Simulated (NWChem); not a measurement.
Species: C2H6F2Si; SMILES FC[SiH2]CF

```xyz
11

F      1.8476     0.3617    -0.9448
C      1.3709    -0.6748    -0.1619
Si     0.0000     0.0000     0.9644
C     -1.3709     0.6748    -0.1619
F     -1.8476    -0.3617    -0.9448
H      0.9670    -1.4645    -0.8201
H      2.2077    -1.1132     0.4097
H     -0.5294    -1.1059     1.8183
H      0.5294     1.1059     1.8183
H     -2.2077     1.1132     0.4097
H     -0.9670     1.4645    -0.8201
```
Atoms are numbered in this order, from 1.

Results from NWChem. All runs use the structure optimised with PBE0/def2-SVP. Level: PBE0/def2-SVP with SMD (1 M gas to 1 M solution), gas-phase geometry. Reactions with the solvent are ignored.

For solvent toluene:

```
Quantity                                     Result
-------------------------------------------  ------
solvation free energy (kcal/mol)               -2.4
cavity-dispersion-structure term (kcal/mol)     0.2
dipole in solution (D)                         1.63
```

### Question
What are these values for solvent water?

### Answer
The solvation free energy (kcal/mol) comes out as 0.0 and the cavity-dispersion-structure term (kcal/mol) is 4.6. The dipole in solution (D) is 1.77.
